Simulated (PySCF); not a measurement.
H2, SMILES [H][H].

The structure is a stationary point at PBE0-D3(BJ)/def2-TZVPD.

Lowest vertical singlet excitation by several levels in PySCF, with rough processor times relative to the cheapest run on one machine. Each run also gave further roots (ADC and EOM-CCSD ionised and attached states too); roots are paired by order and the bases differ. EOM-CCSD serves as a yardstick, not as the true value; all levels that ended soundly for this molecule are listed, with differences from unrounded values.

```csv
level,relative cost
ADC(2)/aug-cc-pVDZ,1
TDDFT-PBE/def2-TZVPD,2
TDDFT-PBE0/def2-TZVPD,2
TDDFT-LC-ωPBE/def2-TZVPD,4
EOM-CCSD/aug-cc-pVDZ,6
```

Computed S1 at each level and its distance from EOM-CCSD:
| level | S1 (eV) | S1 minus EOM-CCSD (eV) |
|---|---|---|
| ADC(2)/aug-cc-pVDZ | 12.64 | 0.03 |
| TDDFT-PBE/def2-TZVPD | 11.95 | -0.65 |
| TDDFT-PBE0/def2-TZVPD | 12.38 | -0.23 |
| TDDFT-LC-ωPBE/def2-TZVPD | 12.51 | -0.10 |
| EOM-CCSD/aug-cc-pVDZ | 12.61 | 0.00 |
